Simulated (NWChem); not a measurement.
AlH2Br; SMILES [AlH2][Br]

```xyz
4

Al     0.0000     0.0000    -1.5521
H      0.0000     1.3999    -2.2840
H      0.0000    -1.3999    -2.2840
Br     0.0000     0.0000     0.7070
```
Atoms are numbered in this order, from 1.

All runs: NWChem. Pople sets run with spherical d functions. Geometry: optimised at PBE0/def2-SVP.

For level PBE/6-31G*:

```
Item                         Result
---------------------------  ------
highest occupied level (eV)   -6.96
orbital gap (eV)               4.45
dipole (D)                     1.32
```

Problem. What are these values for level LRC-wPBEh/6-31G*?

Solution. 
| Quantity | Result |
|---|---|
| highest occupied level (eV) | -10.07 |
| orbital gap (eV) | 9.87 |
| dipole (D) | 1.56 |
